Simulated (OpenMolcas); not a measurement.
## Levels of In2+ by method

```
Program             : OpenMolcas
Basis               : ANO-RCC-VDZP [6s5p3d1f]
Scalar Hamiltonian  : DKH2, point nucleus
Active space        : 1 electron in 8 orbitals (5s 5p 6s 6p)
State averaging     : 2S+1 = 2 even, 1 root; 2S+1 = 2 odd, 3 roots
Spin-orbit coupling : RASSI with atomic mean-field integrals over the reference wave functions, term energies averaged over their components
```

Methods on the same reference wave functions:
A. CASSCF
B. SS-CASPT2, IPEA 0.25 Eh, imaginary shift 0.1 Eh (closed shells correlated: 4d)

Energies in cm-1 above 5s 2S 1/2, the measured ground level; measured values from Moore, Atomic Energy Levels, vol. III, NSRDS-NBS 35 (1971 reprint of NBS Circular 467, 1958).

```tsv
Level	A	B	Measured
5s 2S 1/2	0.0	0.0	0.0
5p 2P* 1/2	55335	58271	57181
5p 2P* 3/2	59370	62306	61523
```

Deviations, from unrounded energies. A percentage is the sum of absolute deviations over the sum of measured energies, with the sign that they share, or ± where signs differ.

| Against measurement | Levels | A | B |
| --- | --- | --- | --- |
| mean absolute deviation (cm-1) | 2 | 2000 | 940 |
| other configurations (%) | 2 | -3.4 | +1.6 |

B lies closest to measurement on these levels. The largest miss of B in the table is 5p 2P* 1/2, by +1100 cm-1. The ranking rests on the paired levels alone, and a cruder setting can come out closer through cancelling errors.

The lowest spin-free term lies below A's lowest term by 0.316 hartree in B.

With one active electron outside closed inactive shells, the extra shells (6p 6s) add no correlation to the reference. With one active electron the reference holds no correlation, so core polarisation is missing (holds for A). With one active electron, CASPT2 adds the correlation within the correlated inactive shells and between them and that electron, and leaves the splitting within a term as the reference gives it (holds for B). Computed and measured levels are paired by configuration, term and J; levels that our copy of the source lacks, or whose pairing is in doubt (as where it misses far off the trend of its configuration), stay unpaired and out of the deviations. Only configurations of the active space appear.

* marks odd parity.
